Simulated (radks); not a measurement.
The numbers below are computed, except where a source is named.
Q: The mean radii <r> (bohr) of the occupied orbitals of an atom or ion are listed with their occupations. Level of theory: scalar-relativistic Kohn-Sham, B86b exchange with PBE correlation, spin-polarised, spherical densities, point nucleus (a radial shooting solver on a logarithmic mesh with Libxc functionals).

orbital  occ.      <r>
1s up       1  0.04860
1s down     1  0.04860
2s up       1   0.2178
2s down     1   0.2178
2p up       3   0.1908
2p down     3   0.1907
3s up       1   0.6473
3s down     1   0.6478
3p up       3   0.6716
3p down     3   0.6724
3d up       5   0.7652
3d down     4   0.7664
4s up       1    2.171
4s down     1    2.171
4p up       2    2.885

Name the element and its charge. Open shells, if any, are filled with parallel spins first.

A: Z = 31, gallium, charge 0: Ga in [Ar] 3d9 4s2 4p2. The 1s radius gives Z: for a bare nucleus <r> = (2 gamma + 1)/(2Z) with gamma = sqrt(1 - (Z/c)^2), 0.04755 bohr for Z = 31, and screening makes it slightly larger (0.04860 here). The occupations add up to 31, and the charge is Z minus that.
